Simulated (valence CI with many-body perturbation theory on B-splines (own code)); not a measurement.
**Assign the levels of Ag XXVI**

Computed by valence CI with perturbative core correlation (CI+MBPT): four valence electrons over a frozen Dirac-Fock core [Ar], radial functions for each j: 7 s, 7 p, 8 d, 6 f, 4 g, 1 h, with the one-electron correlation potential Σ1, the two-electron term Σ2, the three-electron term Σ3, Breit, model QED; selected CI, second order for the rest, scaled by the run's own slope (own B-spline code, finite nucleus).

No measured spectrum was set against this ion. As an estimate, terms of the open shell hold to 2 to 4 % of their energy, and close levels can change places. Only levels of the ground parity were solved; by the run's estimate the other parity begins above the list, which can be wrong where configurations are misplaced.

```tsv
No.	J	Parity	E (cm⁻¹)	g
2	1	even	27898	1.496
3	2	even	50050	1.465
4	3	even	66104	1.439
10	5	even	144110	1.071
11	1	even	146240	1.366
12	6	even	155180	1.116
19	5	even	211940	1.155
20	1	even	221800	0.648
21	6	even	222160	1.043
```

Energies count from the lowest level. Strongly mixed levels and levels close to another of their J and parity, and those with J = 0 are left out, so the numbers can have gaps.

(1) Give configuration and LS term of each level.

## Answers

(1) 2: 3d4 5D; 3: 3d4 5D; 4: 3d4 5D; 10: 3d4 3H; 11: 3d4 3P; 12: 3d4 3H; 19: 3d4 3G; 20: 3d4 3D; 21: 3d4 1I.
